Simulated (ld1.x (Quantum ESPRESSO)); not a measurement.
# boron (B), TM: configuration errors across variants

boron, norm-conserving Troullier–Martins (Kleinman–Bylander form), made with ld1.x (Quantum ESPRESSO) 7.5 (LDA (PZ), scalar-relativistic). Core [He], reference 2s1 2p0 (charge +2). Waves: 2s (bound): rc 1.35 bohr; 2p (bound, empty): rc 2.05 bohr; 3d channel at 0.05 Ry: rc 2.05 bohr. Local part: the d channel. Core correction: none.

All-electron excitation energies from the reference (eV): (1) 2s2 2p1 -33.631; (2) 2s2 2p0 -25.305; (3) 2s2 2p0.5 -30.688; (4) 2s1 2p1 -19.348; (5) 2s2 2p1.3 -34.404; (6) 2s0 2p3 -22.230; (7) 2s1 2p2 -27.945; (8) 2s1 2p0 spin -0.728; (9) 2s2 2p1 spin -33.866.

Spin tests fill each open shell by Hund’s rule, majority spin first.

Errors AE − PS in meV (a dash: test not solved or not reliable):

```tsv
change	(1)	(2)	(3)	(4)	(5)	(6)	(7)	(8)	(9)	bound ghosts
base	+177	+62	+130	+124	+190	+288	+224	+97	+209	none
wave 2p (bound): rc 2.05 bohr becomes 2p (bound): rc 1.38 bohr	+151	+62	+115	+101	+161	+223	+176	+97	+184	none
wave 2p (bound): rc 2.05 bohr becomes 2p (bound): rc 1.66 bohr	+157	+62	+119	+107	+168	+239	+189	+97	+190	none
wave 2p (bound): rc 2.05 bohr becomes 2p (bound): rc 2.08 bohr	+181	+62	+132	+128	+195	+299	+232	+97	+213	none
wave 2p (bound): rc 2.05 bohr becomes 2p (bound): rc 2.30 bohr	+202	+62	+144	+148	+220	+358	+273	+97	+235	none
wave 2p (bound): rc 2.05 bohr becomes 2p (bound): rc 2.96 bohr	+322	+62	+206	+251	+361	+697	+506	+97	+354	none
```

Q: Give the same row for: wave 2p (bound): rc 2.05 bohr becomes 2p (bound): rc 2.64 bohr.

A: +247, +62, +168, +187, +273, +484, +360, +97, +280; bound ghosts: none.
